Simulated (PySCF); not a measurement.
Si(Cl)2(Me)(SH) (CH4Cl2SSi), SMILES C[Si](Cl)(Cl)S. Atoms are numbered in the order given.

```xyz
9

C     -1.6475    -1.3411     0.1576
Si    -0.2007    -0.1690     0.0232
S      1.5997    -1.0769    -0.7142
Cl    -0.6261     1.3266    -1.3488
Cl     0.1109     0.6920     1.8932
H     -1.4227    -2.1488     0.8828
H     -2.5466    -0.7952     0.5066
H     -1.8579    -1.7949    -0.8309
H      1.6858    -1.9346     0.3436
```
Charge 0, spin multiplicity 1.

The structure is a stationary point at PBE-D3(BJ)/def2-SVP. One conformer was computed; it need not be the lowest.

Calculation: HF/def2-TZVP run with PySCF.

Atomic charges (e):

| atom | meta-Löwdin | Mulliken |
|---|---|---|
| C1 | ? | -0.48 |
| Si2 | ? | 0.83 |
| S3 | -0.28 | -0.32 |
| Cl4 | ? | -0.30 |
| Cl5 | ? | -0.30 |
| H6 | 0.12 | 0.13 |
| H7 | 0.12 | 0.14 |
| H8 | 0.12 | 0.14 |
| H9 | 0.09 | 0.15 |

Problem. Fill in the missing entries. (Estimate from the structure and the level; the computed values follow.)

Solution. 
- C1, meta-Löwdin: -0.57
- Si2, meta-Löwdin: 1.06
- Cl4, meta-Löwdin: -0.33
- Cl5, meta-Löwdin: -0.34

Problem. Give the Mayer and Wiberg (Löwdin basis) orders of the bonds. (An estimate is asked for; the answer gives what the named calculation found.)

Solution. 
```csv
bond,Mayer,Wiberg
C1–Si2,1.02,1.22
Si2–S3,1.14,1.59
Si2–Cl4,1.08,1.75
Si2–Cl5,1.07,1.73
C1–H6,0.95,0.90
C1–H7,0.95,0.90
C1–H8,0.95,0.90
S3–H9,0.94,1.00
```
